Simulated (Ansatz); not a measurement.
System: C5H7NSi (charge 0, singlet). 
Coordinates optimised at B3LYP-D3(BJ)/def2-TZVP (Ansatz, a program for electronic structure):
SMILES: [SiH3]c1ccncc1
```xyz
14

Si     2.3272    -0.1405     0.0576
C      0.4550    -0.0234     0.0252
C     -0.1995     1.1549    -0.3397
C     -1.5883     1.1855    -0.3748
N     -2.3544     0.1377    -0.0733
C     -1.7359    -0.9888     0.2789
C     -0.3537    -1.1165     0.3431
H      2.8419    -0.5555    -1.2690
H      2.7405    -1.1456     1.0633
H      2.8986     1.1832     0.3951
H      0.3579     2.0490    -0.5917
H     -2.1086     2.0952    -0.6558
H     -2.3752    -1.8305     0.5244
H      0.0789    -2.0629     0.6442
```
Charge 0, spin multiplicity 1.

Parts of the frozen-core correlation energy in cc-pV(T+d)Z (Ansatz, hartree). Frozen orbitals: 11; correlated occupied orbitals by spin: 18 and 18; virtual: 288 and 288. Spin-orbit coupling is left out. Non-relativistic. The restricted reference is unstable.

```csv
term,value
reference (HF),-536.88655
MP2 opposite-spin,-0.83707
MP2 same-spin,-0.27102
CCSD correlation,-1.14243
(T),-0.05993
T1 diagnostic,0.012
largest doubles amplitude,0.071
```
